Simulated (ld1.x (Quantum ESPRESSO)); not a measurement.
# silver: variants of one TM potential

Base potential:

ld1.x (Quantum ESPRESSO) 7.5 input, shortened:

```
&input
   title='Ag', zed=47., rel=2, dft='PZ', iswitch=3,
   config='[Kr] 4d10 4f-2 5s1 5p0', rel_dist='average'
 /
 &inputp
   pseudotype=2, tm=.true., lloc=0,
   nlcc=.false.
 /
4
5P  2  1   0.00   0.00  3.30  3.30  0.0
4D  3  2  10.00   0.00  1.75  1.75  0.0
4F  4  3  -2.00   0.15  2.55  2.55  0.0
5S  1  0   1.00   0.00  1.85  1.85  0.0
 &test
   configts(1)='4d10 5s1 5p0'
 /
```

Open shells are filled in proportion to 2j + 1 (rel_dist='average').

All-electron outer shells of the reference configuration (LDA (PZ), scalar-relativistic, ld1.x):

| shell | level (eV) | outermost node (bohr) | outermost maximum (bohr) |
| --- | --- | --- | --- |
| 4s | -95.08 | 0.44 | 0.82 |
| 4p | -58.67 | 0.44 | 0.87 |
| 4d | -7.66 | 0.43 | 1.04 |
| 5s | -4.72 | 1.11 | 2.49 |
| 5p | -0.85 | 1.25 | 3.67 |

Cutoffs, loose and tight: the cutoffs (Ry, on a coarse ladder) from which the occupation-weighted sum of valence levels, in a spherical-Bessel basis at the reference potential, stays within 10 and 1 mRy of its value at 400 Ry. They do not see the model core or the augmentation charge, which bear on the density cutoff. Test errors are all-electron minus pseudo excitation energies from the reference, over the configurations 4d10 5s0 5p0; 4d9 5s0 5p0; 4d8 5s0 5p0; 4d10 5s0 5p1; 4d9 5s1 5p1; 4d7 5s0 5p0; 4d9 5s1 5p0. A dash means not determined; rows that change the core or the reference have their own tests. The largest error is taken over the tests solved by every variant that gives reliable tests at all: 4d10 5s0 5p0; 4d10 5s0 5p1; 4d7 5s0 5p0; 4d8 5s0 5p0; 4d9 5s0 5p0; 4d9 5s1 5p0.

A true bound ghost makes a file unfit for plane-wave use even where its test errors are small: the radial tests pick states by their node count and pass the ghost by. Where a test does run into it, the solver fails or the error is huge.

Cutoffs are not given where the Bessel-basis levels miss the radial ones by over 6 mRy, ghosts where they miss by over 20 mRy; a channel whose overlap is not positive is not tested.

| change | outcome | cutoff, loose | cutoff, tight | bound ghosts | largest test error (meV) |
| --- | --- | --- | --- | --- | --- |
| base | generated | 70 Ry | 100 Ry | none | -1315 |
| wave 4f channel at 0.15 Ry: rc 2.55 bohr becomes 4f channel at 0.15 Ry: rc 3.74 bohr | generated | 70 Ry | 100 Ry | none | -1315 |
| wave 5s (bound): rc 1.85 bohr becomes 5s (bound): rc 1.32 bohr | generated, misses its reference levels by 0.16 eV | – | – | p3/2, p1/2, s (extra level of the local part) | -1119 |
| wave 5p (bound): rc 3.30 bohr becomes 5p (bound): rc 2.28 bohr | generated | 70 Ry | 100 Ry | none | -1315 |
| core [Ar] 3d10, valence charge 19; reference 4s2 4p6 4d10 5s1 5p0; waves now 4s (bound): rc 1.35 bohr; 4p (bound): rc 0.95 bohr; 4d (bound): rc 1.70 bohr; 4f channel at 0.15 Ry: rc 1.45 bohr; local potential the f channel | failed: run_pseudo: Errors in PS-KS equation | – | – | – | – |
| all radii scaled by about 1.04 (s 1.94, p 3.44, d 1.82, f 2.66 bohr) | generated | 60 Ry | 90 Ry | none | -1313 |
| local potential the d channel | generated, misses its reference levels by 0.34 eV | 60 Ry | 100 Ry | s, p3/2, p1/2 | -392 |
| core correction a·sin(br)/r model core inside 0.86 bohr | generated | 70 Ry | 100 Ry | none | -1804 |
| type ultrasoft; waves now 5s (bound): rcut 1.60, rcutus 1.85 bohr; 5s channel at 3.2 Ry: rcut 1.60, rcutus 1.85 bohr; 5p (bound): rcut 2.85, rcutus 3.30 bohr; 5p channel at 2.1 Ry: rcut 2.85, rcutus 3.30 bohr; 4d (bound): rcut 1.50, rcutus 1.75 bohr; 4d channel at 2.65 Ry: rcut 1.50, rcutus 1.75 bohr; 4f channel at 0.15 Ry: rcut 2.20, rcutus 2.55 bohr; 4f channel at 2.35 Ry: rcut 2.20, rcutus 2.55 bohr; local potential all-electron potential smoothed inside 2.75 bohr (lloc = -2); augmentation built from norm-conserving waves at rcut, not smoothed further | failed: run_pseudo: Errors in PS-KS equation | – | – | – | – |
| functional PBEsol | generated | 60 Ry | 100 Ry | none | -1383 |
| wave 4f channel at 0.15 Ry: rc 2.55 bohr becomes 4f channel at 3.34 Ry: rc 2.55 bohr | generated | 70 Ry | 100 Ry | none | -1315 |

Q: What comes out with this change to the base: wave 4d (bound): rc 1.75 bohr becomes 4d (bound): rc 2.56 bohr?

A: outcome: generated; cutoff, loose: 40 Ry; cutoff, tight: 70 Ry; bound ghosts: none; largest test error (meV): -433.
